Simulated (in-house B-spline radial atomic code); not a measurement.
Radial electron density of the tin ion Sn⁵⁺, [Kr] 4d9. Computed with a radial B-spline atomic code at the basis-set limit: scalar-relativistic (X2C) LDA VWN5, spin-polarised, spherical fractional occupations, Fermi nucleus of rms radius 4.6519 fm.

One-electron X2C: radii and densities carry no picture-change correction, so inner-shell <1/r> comes out high (for 1s by about 2 % at Z = 33, 5 % at 54, 10 % at 75, 30 % at 118) and <r> low.

Columns: r (bohr), 4πr²n(r) (electrons per bohr), bar.

```
0.000869    1.804 #
 0.00105    2.445 #
 0.00128    3.348 ##
 0.00155    4.517 ##
 0.00189    6.129 ###
 0.00229    8.184 ####
 0.00278    10.88 ######
 0.00338    14.34 ########
  0.0041    18.64 ##########
 0.00498    23.93 #############
 0.00604    30.12 ################
 0.00733    37.17 ####################
  0.0089    44.72 ########################
  0.0108    52.15 ############################
  0.0131    58.64 ###############################
  0.0159    63.21 ##################################
  0.0193    64.99 ###################################
  0.0235    63.66 ##################################
  0.0285     60.1 ################################
  0.0346    56.41 ##############################
   0.042    55.59 ##############################
   0.051    59.93 ################################
  0.0619    68.99 #####################################
  0.0752    78.62 ##########################################
  0.0912     82.4 ############################################
   0.111    76.67 #########################################
   0.134    65.49 ###################################
   0.163    57.33 ###############################
   0.198    59.27 ################################
   0.241    66.36 ###################################
   0.292    65.69 ###################################
   0.355    51.35 ###########################
    0.43    32.39 #################
   0.523     21.3 ###########
   0.634     21.1 ###########
    0.77    23.22 ############
   0.935    20.49 ###########
    1.13    13.84 #######
    1.38    6.928 ####
    1.67    2.754 #
    2.03   0.8016 
    2.47   0.1624 
    2.99  0.02231 
    3.63 0.001726
```

On this grid the curve has 4 maxima, near 0.0193, 0.0912, 0.241, 0.77 bohr.

The 4d down radial function P(r) = rR(r), positive near the nucleus:

| r (bohr) | P |
| --- | --- |
| 0.0108 | 0.001784 |
| 0.0159 | 0.005053 |
| 0.0235 | 0.01401 |
| 0.0346 | 0.03663 |
| 0.051 | 0.08921 |
| 0.0752 | 0.1952 |
| 0.111 | 0.3652 |
| 0.163 | 0.5369 |
| 0.241 | 0.5319 |
| 0.355 | 0.1423 |
| 0.523 | -0.547 |
| 0.77 | -1.036 |
| 1.13 | -0.9456 |
| 1.67 | -0.4944 |
| 2.47 | -0.1318 |
| 3.63 | -0.01405 |
